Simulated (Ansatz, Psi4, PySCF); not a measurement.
C$_{3}$H$_{7}$O (SMILES [CH2-]OCC), charge -1, singlet, at a GFN2-xTB geometry (in this run its highest filled SCF level lies above zero, so its values depend strongly on the basis, on diffuse functions most of all). Base run: CCSD(T)/STO-3G in PySCF.

Here is a job for PySCF.
```python
from pyscf import gto, scf, cc

mol = gto.M(
    atom='''
O     0.036114   -0.775937    0.000887
C     0.026061    0.600664   -0.000468
C     1.381985   -1.384159    0.006902
C    -1.406966    1.147588   -0.006777
H     0.560203    1.006965    0.891887
H     0.567395    1.005265   -0.889256
H     1.929303   -0.905866   -0.880265
H     1.922124   -0.904169    0.897544
H    -1.931208    0.789925   -0.890913
H    -1.938334    0.791610    0.873778
H    -1.404874    2.239205   -0.007811
''',
    basis='sto-3g',
    charge=-1,
    spin=0,
    verbose=4,
)

mf = scf.RHF(mol)
mf.kernel()

mycc = cc.CCSD(mf)
mycc.kernel()
et = mycc.ccsd_t()
print('E(CCSD(T)) = %.10f' % (mycc.e_tot + et))
```

The same geometry, method and basis name were run in Ansatz (an electronic-structure program) and Psi4 and PySCF, at each program's defaults and at the settings that a row names. The base is PySCF at its defaults. Differences at the defaults can come from grids, fitting, cores and function types together.

| code and settings | ΔE vs base (mEh) | basis functions | E (Eh) | SCF cycles |
|---|---|---|---|---|
| PySCF, defaults (exact integrals, spherical functions, all electrons correlated) | 0.000 | 27 | -190.10093 | 9 |
| Psi4, defaults (exact integrals, spherical functions, all electrons correlated) | 0.000 | 27 | -190.10093 | 11 |
| Ansatz, defaults (factorised integrals, spherical functions, frozen core) | 1.241 | 27 | -190.09969 | - |
| PySCF, frozen core | 1.224 | 27 | -190.09971 | 9 |
| Psi4, exact integrals, spherical functions, frozen core | 1.224 | 27 | -190.09971 | 11 |
| Ansatz, high accuracy, frozen core | 1.224 | 27 | -190.09971 | - |
